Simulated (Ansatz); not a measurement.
**A barrier at the coupled-cluster level**

Start structure (SiH5SBrO, closed shell), relaxed at PBE0-D4/def2-TZVP:

```csv
atom,x (Å),y (Å),z (Å)
Si1,-0.5081,-1.0430,0.0003
S2,0.5669,-0.0918,1.6122
H3,-1.7020,-1.7326,0.5286
H4,0.5018,-1.9917,-0.5271
O5,-1.0610,0.0203,-1.1063
H6,1.4005,1.3864,0.0975
Br7,1.6999,2.1429,-1.1082
H8,-0.4681,0.6743,2.0008
H9,-0.4297,0.6352,-1.4977
```

The step: SiH₄SO ([OH][SiH2][SH]) + HBr → SiH₃BrO ([OH][SiH2][Br]) + H₂S; bonds formed: Si1–Br7, S2–H6; bonds broken: Si1–S2, H6–Br7. Computed with Ansatz 0.2.0 (basis: def2-TZVPP and def2-QZVPP); correlated methods freeze the cores. Filled d shells of the heavier atoms are correlated. The def2 sets are not built for correlating such inner shells, so the correlated values are less sure here. Extrapolation: Hartree–Fock as exp(−7.88 √X), correlation as X^−2.97. Energies below are by CCSD(T) at an estimated basis limit (MP2 extrapolated from triple and quadruple zeta, plus CCSD(T) − MP2 in triple zeta).

Q: What are the electronic barrier and the energy of the step, from the start structure to the end structure? (To be estimated.)

A: The calculation gives: Barrier 1.004 eV; step energy -0.278 eV (downhill); reverse barrier, their difference, 1.283 eV. Barrier and step energy count from the start structure, the reverse barrier from the end structure.

The saddle point: One imaginary mode of 206i cm⁻¹.
```json
{"pair": "Si1–Br7", "start (Å)": "4.03", "saddle (Å)": "2.69", "end (Å)": "2.23"}
{"pair": "S2–H6", "start (Å)": "2.27", "saddle (Å)": "1.38", "end (Å)": "1.34"}
{"pair": "Si1–S2", "start (Å)": "2.16", "saddle (Å)": "2.37", "end (Å)": "3.69"}
{"pair": "H6–Br7", "start (Å)": "1.45", "saddle (Å)": "2.26", "end (Å)": "3.40"}
```

Zero-point energy (harmonic, PBE0-D4): ZPE is 1.341 eV at the start and 1.375 eV at the saddle, so the barrier goes from 1.004 to 1.038 eV.

The T1 diagnostic stays at or below 0.011.

Labels in which every atom is bracketed show which atoms are joined, not bond orders.

For scale, one of the runs: CCSD(T)/def2-TZVPP, 233 basis functions, launched by `ansatz run in.yaml --threads 8 --pin off --events-out ev --progress --plain --max-ram 19148MiB`. Hardware: 8 CPU threads of an Arm Neoverse V1, shared host. Wall time 100 s; peak host memory 4 GiB.
